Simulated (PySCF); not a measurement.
BeF2, SMILES [Be]([F])[F]. Atoms are numbered in the order given.

```xyz
3

Be     0.0000     0.0000     0.0000
F      0.0000     0.0000    -1.3783
F      0.0000     0.0000     1.3783
```
Charge 0, spin multiplicity 1.

Geometry: PBE0-D3(BJ)/def2-TZVP. The isomer is the one that the SMILES or the coordinates give; other isomers of the formula were not compared.

These are PBE0/def2-TZVPD run with PySCF values and carry that method's errors.

Mulliken values depend strongly on the basis, most of all with diffuse functions as here. Atomic charges (e):

| atom | meta-Löwdin | Mulliken |
|---|---|---|
| Be1 | … | 0.39 |
| F2 | … | -0.19 |
| F3 | … | -0.19 |

### Question
Complete the blanks. (Estimate from the structure and the level; the computed values follow.)

### Answer

- Be1, meta-Löwdin: 1.60
- F2, meta-Löwdin: -0.80
- F3, meta-Löwdin: -0.80
